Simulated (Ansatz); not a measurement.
C2H4Zn. Charge 0, multiplicity 1. The bonds changed during the relaxation, so this is another structure than the one it started from. The structure was optimised at the PBE0-D4/def2-TZVP level.

```xyz
7

C     0.852    0.504   -0.284
C    -0.451    0.290   -0.375
Zn   -1.203   -2.385    1.979
H     1.562   -0.031   -0.906
H     1.264    1.220    0.419
H    -0.863   -0.425   -1.079
H    -1.161    0.826    0.245
```

**Question.** What is the dipole moment at ωB97M-V/def2-TZVPP? (Best estimate.)

**Answer.** The calculation gave: 0.33 D, with components (0.18, 0.22, -0.17) D in this frame, pointing from negative to positive charge.

**Question.** And with PBE, r2SCAN, B3LYP? (Estimate.)

**Answer.** The calculation gave: PBE 0.33 D, r2SCAN 0.38 D, B3LYP 0.35 D.

**Question.** Give the Mulliken charges with ωB97M-V, r2SCAN, PBE in def2-TZVPP. (Estimate.)

**Answer.** Computed: 
```tsv
atom	ωB97M-V	r2SCAN	PBE
C1	-0.18	-0.15	-0.18
C2	-0.25	-0.20	-0.21
Zn3	0.00	-0.01	-0.01
H4	0.10	0.08	0.10
H5	0.10	0.08	0.10
H6	0.12	0.10	0.10
H7	0.12	0.10	0.10
```

B3LYP here is the variant with VWN-RPA as its local correlation; programs differ in this.
